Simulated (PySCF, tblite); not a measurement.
Isomers of C4H8OPSi (doublet state). Computed with GFN2-xTB (tblite): harmonic, unscaled wavenumbers at the GFN2-xTB geometry, gas phase. This tight-binding method is rough: wavenumbers can miss measured ones by several per cent, in bad cases by 10 to 20. Modes of hydrogen on phosphorus and silicon can be 10 to 20 % off. One conformer each. Open shells enter through the occupations alone, without spin polarisation, and single modes of such species can be off by tens of per cent.

Electronic energies: B3LYP/pcH-1 single points on the GFN2-xTB geometries (PySCF, gas phase).

```json
{"SMILES": "P[Si@@H]1[CH]CC=CO1", "electronic energy, lowest = 0 (kJ/mol)": "67.1"}
{"SMILES": "[PH][Si@@H]1CCC=CO1", "electronic energy, lowest = 0 (kJ/mol)": "0.0"}
{"SMILES": "C=C1O[Si@@H]([PH])[C@@H]1C", "electronic energy, lowest = 0 (kJ/mol)": "67.2"}
{"SMILES": "O=CC/C=[C]\\[SiH2]P", "electronic energy, lowest = 0 (kJ/mol)": "234.0"}
{"SMILES": "P[Si@H]1CCC=[C]O1", "electronic energy, lowest = 0 (kJ/mol)": "127.4"}
{"SMILES": "[H]/[C]=C1/O[Si@@H](P)[C@@H]1C", "electronic energy, lowest = 0 (kJ/mol)": "219.7"}
{"SMILES": "O=CC/C=C/[SiH]P", "electronic energy, lowest = 0 (kJ/mol)": "164.3"}
{"SMILES": "P[Si]1CCC=CO1", "electronic energy, lowest = 0 (kJ/mol)": "25.5"}
{"SMILES": "P[Si@H]1CC[C]=CO1", "electronic energy, lowest = 0 (kJ/mol)": "137.9"}
```

How do GFN2-xTB zero-point energies change the relative energies?

```csv
SMILES,ZPE (kJ/mol),of it from modes above 1550 cm⁻¹,electronic (kJ/mol),"with ZPE, lowest = 0 (kJ/mol)",lowest mode (cm⁻¹),rings
[PH][Si@@H]1CCC=CO1,284.9,145.0,0.0,0.0,45,1
P[Si]1CCC=CO1,287.7,145.8,25.5,28.3,57,1
P[Si@@H]1[CH]CC=CO1,272.8,140.0,67.1,55.1,61,1
C=C1O[Si@@H]([PH])[C@@H]1C,279.9,147.2,67.2,62.2,61,1
P[Si@H]1CCC=[C]O1,276.8,141.1,127.4,119.4,68,1
P[Si@H]1CC[C]=CO1,275.9,141.0,137.9,128.8,80,1
O=CC/C=C/[SiH]P,268.9,149.3,164.3,148.4,31,0
[H]/[C]=C1/O[Si@@H](P)[C@@H]1C,270.0,143.2,219.7,204.8,61,1
O=CC/C=[C]\[SiH2]P,257.6,145.3,234.0,206.6,23,0
```

The zero-point energies span 30.1 kJ/mol, from `O=CC/C=[C]\[SiH2]P` to `P[Si]1CCC=CO1`. The order is unchanged.

And how do the electronic energies of GFN2-xTB itself compare?

`[PH][Si@@H]1CCC=CO1` 0.0; `P[Si]1CCC=CO1` 20.5; `P[Si@@H]1[CH]CC=CO1` 85.1; `C=C1O[Si@@H]([PH])[C@@H]1C` 76.4; `P[Si@H]1CCC=[C]O1` 129.5; `P[Si@H]1CC[C]=CO1` 142.0; `O=CC/C=C/[SiH]P` 249.1; `[H]/[C]=C1/O[Si@@H](P)[C@@H]1C` 232.0; `O=CC/C=[C]\[SiH2]P` 326.5 kJ/mol, lowest = 0. Against the energies above, taken from the same isomer `[PH][Si@@H]1CCC=CO1`, the largest difference is 92.5 kJ/mol.

What do entropy and thermal enthalpy add at 298.15 K and 1 bar (rigid rotor, harmonic oscillator, one conformer each)?

```
                        SMILES  point group  symmetry number  S (J/(mol K))  H − H(0) (kJ/mol)  ZPE + H − H(0) − TS (kJ/mol)
           [PH][Si@@H]1CCC=CO1           C1                1          391.3              25.23                         193.5
                 P[Si]1CCC=CO1           C1                1          391.5              25.12                         196.1
           P[Si@@H]1[CH]CC=CO1           C1                1          398.2              26.20                         180.3
    C=C1O[Si@@H]([PH])[C@@H]1C           C1                1          406.7              27.40                         186.0
             P[Si@H]1CCC=[C]O1           C1                1          393.3              25.78                         185.3
             P[Si@H]1CC[C]=CO1           C1                1          392.3              25.76                         184.7
               O=CC/C=C/[SiH]P           C1                1          435.3              29.51                         168.7
[H]/[C]=C1/O[Si@@H](P)[C@@H]1C           C1                1          409.3              27.98                         175.9
```

S holds R ln(2S + 1) for the spin.

Not tabulated: `O=CC/C=[C]\[SiH2]P` (lowest mode only 23 cm⁻¹).
